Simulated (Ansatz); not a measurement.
Ansatz (a quantum-chemistry and plane-wave program) input (CCSD(T)/def2-SVP):

Ansatz 0.2 input:
```yaml
crystal:
  periodic: [false, false, false]
  atoms:
    - {symbol: Mo, position_ang: [0.01629055, 0.03029503, -0.00753515]}
    - {symbol: H, position_ang: [0.64321242, 0.66943727, 1.48701902]}
    - {symbol: H, position_ang: [-1.17163931, -0.44224044, 1.11528431]}
    - {symbol: H, position_ang: [0.44757906, -1.38192945, 0.83792503]}
    - {symbol: H, position_ang: [0.86443269, -1.12127866, -0.94081298]}
    - {symbol: H, position_ang: [0.12187095, 0.70070351, -1.66249241]}
    - {symbol: H, position_ang: [-1.58965902, 0.30291652, -0.52044651]}
basis:
  gaussian:
    orbitals: def2-SVP
total_charge: -1
magnetization: {spin_polarized: true, initial_magnetization: 1}
correlation: {method: ccsd_t, electrons: outside_noble_gas}
```

Output:

```
Functional definition: HF
integrals: 0.05 GiB planned
639 factors; integrals over basis functions are off by at most 1.4e-3 eV
mean field: 0.12 GiB planned
mean field evaluation 1: about -1925.0682 eV, gradient 2.2e1 eV
mean field evaluation 2: about -1925.0846 eV, gradient 2.2e1 eV
mean field evaluation 4: about -1927.7791 eV, gradient 2.2e0 eV
mean field evaluation 8: about -1927.8791 eV, gradient 2.5e-1 eV
mean field evaluation 16: about -1925.0685 eV, gradient 2.2e1 eV
mean field evaluation 32: about -1927.5860 eV, gradient 6.4e0 eV
mean field evaluation 64: about -1924.8701 eV, gradient 2.3e-1 eV
mean field evaluation 96: about -1924.5403 eV, gradient 2.6e-3 eV
mean field evaluation 128: about -1926.5438 eV, gradient 1.9e0 eV
mean field evaluation 160: about -1925.5879 eV, gradient 2.0e0 eV
mean field evaluation 192: about -1925.3294 eV, gradient 6.4e0 eV
mean field evaluation 224: about -1924.7281 eV, gradient 5.1e-2 eV
mean field evaluation 256: about -1924.1981 eV, gradient 2.2e-2 eV
mean field evaluation 288: about -1926.1442 eV, gradient 7.7e-4 eV
mean field evaluation 320: about -1924.4248 eV, gradient 8.0e-1 eV
mean field -1927.88516938 eV, -70.8484732074 hartree, gradient 1.6e-6 eV, S^2 0.801390; 9 other end points of the search recorded, 0 dependent functions left out
determinant -1927.88516938 eV, -70.8484732074 hartree, with singles and doubles -1935.95479241 eV, -71.1450263837 hartree
determinant -1926.86235298 eV, -70.8108853977 hartree, with singles and doubles -1934.90446478 eV, -71.1064275554 hartree
determinant -1926.14419181 eV, -70.7844934616 hartree, with singles and doubles -1934.34803417 eV, -71.0859791075 hartree
determinant -1924.87371483 eV, -70.7378042938 hartree, with singles and doubles -1932.49655046 eV, -71.0179383362 hartree
determinant -1924.72812025 eV, -70.7324537915 hartree, with singles and doubles -1932.47957128 eV, -71.0173143630 hartree
determinant -1924.54025343 eV, -70.7255498133 hartree, with singles and doubles -1932.15418137 eV, -71.0053565043 hartree
4 core orbitals not correlated
reference -1927.88516938 eV, -70.8484732074 hartree; 7, 6 occupied and 50, 51 virtual orbitals, 639 factors
second order -7.27786329 eV of doubles, -0.00000000 eV of singles
coupled cluster: 0.20 GiB planned
cycle   1  -8.07094630 eV  change   -1.3e-3 eV  update   2.4e-3
cycle   2  -8.07306924 eV  change   -2.1e-3 eV  update   1.8e-3
cycle   3  -8.07204723 eV  change    1.0e-3 eV  update   7.9e-4
cycle   4  -8.07284124 eV  change   -7.9e-4 eV  update   4.9e-4
cycle   5  -8.07332131 eV  change   -4.8e-4 eV  update   2.7e-4
cycle   6  -8.07358747 eV  change   -2.7e-4 eV  update   1.7e-4
cycle   7  -8.07325682 eV  change    3.3e-4 eV  update   9.0e-5
cycle   8  -8.07322186 eV  change    3.5e-5 eV  update   2.7e-5
cycle   9  -8.07321663 eV  change    5.2e-6 eV  update   1.3e-5
perturbative correction -0.33431390 eV, -0.0122858093 hartree
Total energy: -1936.29269992 eV, -71.1574442558 hartree
```

The spin state was set by rule; other spins were not relaxed.
